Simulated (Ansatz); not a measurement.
`[OH][Nb]([F])(=[S])[Cl]` + CH₄ → `[CH3][Nb]([OH])([F])=[S]` + HCl at 700 K and 1 bar (formal exchange of groups at the Nb–Cl bond).

Computed with Ansatz on PBE0-D4/def2-TZVP structures; ΔE is electronic, products minus reactants. CBS: MP2 limit from def2 TZ/QZ plus the TZ coupled-cluster correction, frozen cores. This one scheme is used for every species. def2 core potentials past Kr. For Nb outer-core shells are correlated without core-valence functions, which leaves a few kJ/mol of doubt a bond. One conformer a species, not always the lowest.

```json
{"species": "`[OH][Nb]([F])(=[S])[Cl]`", "CCSD(T)/CBS energy (Eh)": "-1090.26754", "H − E (kJ/mol)": "115.1", "S (J/(mol·K))": "454.0"}
{"species": "CH₄", "CCSD(T)/CBS energy (Eh)": "-40.46206", "H − E (kJ/mol)": "145.9", "S (J/(mol·K))": "224.0"}
{"species": "`[CH3][Nb]([OH])([F])=[S]`", "CCSD(T)/CBS energy (Eh)": "-670.28419", "H − E (kJ/mol)": "217.1", "S (J/(mol·K))": "488.0"}
{"species": "HCl", "CCSD(T)/CBS energy (Eh)": "-460.38127", "H − E (kJ/mol)": "38.4", "S (J/(mol·K))": "211.8"}
```

H − E and S are ideal-gas, rigid-rotor, harmonic terms from PBE0-D4/def2-TZVP, for one conformer and one mirror image of each species. 1 Eh = 2625.50 kJ/mol, R = 8.31446 J/(mol·K).

Task: By hand: ΔE, ΔH, ΔS and ΔG.

Result: ΔE = (-670.28419) + (-460.38127) − (-1090.26754) − (-40.46206) = 0.06414 Eh = 168.4 kJ/mol. Δ(H − E) = 217.1 + 38.4 − 115.1 − 145.9 = -5.5, so ΔH = 162.9 kJ/mol. ΔS = 488.0 + 211.8 − 454.0 − 224.0 = 21.8 J/(mol·K). ΔG = 162.9 − 700 × (21.8)/1000 = 147.6 kJ/mol.

Task: By hand: the equilibrium constant, and the temperature at which ΔG would vanish if ΔH and ΔS stayed fixed.

Result: log₁₀ K = −ΔG/(RT ln 10) = -11.0. ΔG = 0 at ΔH/ΔS = 7472 K, far beyond where these terms or the molecules hold.

ΔH outweighs TΔS. A doubt of 5 kJ/mol in ΔE shifts log₁₀ K by 0.4 here. Other conformers and mirror images would add mixing entropy, several J/(mol·K) or more a flexible species. These are equilibria of isolated gas molecules and say nothing of rates. Largest T1 diagnostic: 0.023 (customary marks: 0.02 for closed shells, 0.045 for open ones).
